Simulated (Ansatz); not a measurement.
Start from `[SiH3]N[SiH]1CO1` and change one atom or group to get `B[SiH]1CO1`.

Ansatz, PBE0-D4/def2-TZVP geometries, multiplicity 1. Each molecule was computed in one conformer, which needn't be the lowest.

```csv
property,`[SiH3]N[SiH]1CO1`
HOMO energy (ωB97M-V/def2-TZVPP) / eV,-9.45
HOMO energy (PBE/def2-TZVPP) / eV,-5.88
LUMO energy (B3LYP/def2-TZVPP) / eV,-0.18
HOMO energy (PBE0/def2-TZVPP) / eV,-7.18
size of the dipole moment (B3LYP/def2-TZVPP) / D,2.10
HOMO–LUMO gap (B3LYP/def2-TZVPP) / eV,6.78
```

(1) What does the change do to each property? (Best estimate.)

## Answers

(1) Ansatz gave: 
| property | `B[SiH]1CO1` | shift |
| --- | --- | --- |
| HOMO energy (ωB97M-V/def2-TZVPP) / eV | -9.55 | -0.10 |
| HOMO energy (PBE/def2-TZVPP) / eV | -6.38 | -0.50 |
| LUMO energy (B3LYP/def2-TZVPP) / eV | -3.03 | -2.85 |
| HOMO energy (PBE0/def2-TZVPP) / eV | -7.44 | -0.26 |
| size of the dipole moment (B3LYP/def2-TZVPP) / D | 1.61 | -0.49 |
| HOMO–LUMO gap (B3LYP/def2-TZVPP) / eV | 4.20 | -2.58 |

With PBE0 the HOMO falls by 0.26 eV and the LUMO falls by 2.89 eV, so the gap narrows by about 2.63 eV. PBE moves the HOMO by -0.50 eV and ωB97M-V by -0.10 eV. Dipoles are sizes alone; their direction can turn.

B3LYP here is the variant with VWN-RPA as its local correlation; programs differ in this.
